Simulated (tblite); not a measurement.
Question: Give a GFN2-xTB geometry of `C=C=CC#Cn1cccc1`.

Answer: 
```xyz
17
C9H7N angstrom
C      4.2713   -1.2138   -0.4271
C      3.4305   -0.2424   -0.2969
C      2.5857    0.7465   -0.1651
C      1.2079    0.5679    0.0640
C      0.0258    0.4358    0.2620
N     -1.2840    0.2890    0.4820
C     -2.1813    1.3086    0.6494
C     -3.4142    0.7602    0.8520
C     -3.2636   -0.6447    0.8069
C     -1.9439   -0.9058    0.5783
H      4.4951   -1.6509   -1.3884
H      4.7921   -1.6349    0.4195
H      2.9270    1.7736   -0.2292
H     -1.8664    2.3333    0.6117
H     -4.3282    1.2960    1.0161
H     -4.0423   -1.3715    0.9288
H     -1.4186   -1.8351    0.4756
```

Orientation and origin are arbitrary. Atoms count from 1 in this order. The 5-membered ring N6–C7–C8–C9–C10 has internal angles of 107.4° to 109.0° (sum 540°, against 540° for a flat polygon); it is planar, 0.00 Å rms from its mean plane, widest ring torsion 0°. N6 (pyrrole-type nitrogen) is planar (angles 125.5°, 125.5° and 109.0°, sum 360.0°, 0.00 Å off the plane of its three neighbours). The 10 heavy atoms lie in one plane (0.009 Å rms). The 3 C–N bonds span 1.336 Å (C5–N6, drawn single) to 1.368 Å (N6–C7, aromatic), a spread of 0.032 Å.

Bonds between heavy atoms (Å): C1=C2 1.291, C2=C3 1.307, C3–C4 1.408, C4≡C5 1.206, C5–N6 1.336, N6–C7 1.368, C7–C8 1.364, C8–C9 1.414, C9–C10 1.365, N6–C10 1.368.

Computed geometry: GFN2-xTB, gas phase.

Point group: Cs (every atom within 0.08 Å of its image). Its GFN2-xTB frequencies are all real (lowest 30 cm⁻¹). 2 starts were optimised and ended at 0.00 and 0.72 kcal/mol (GFN2-xTB); the lowest of these is shown.
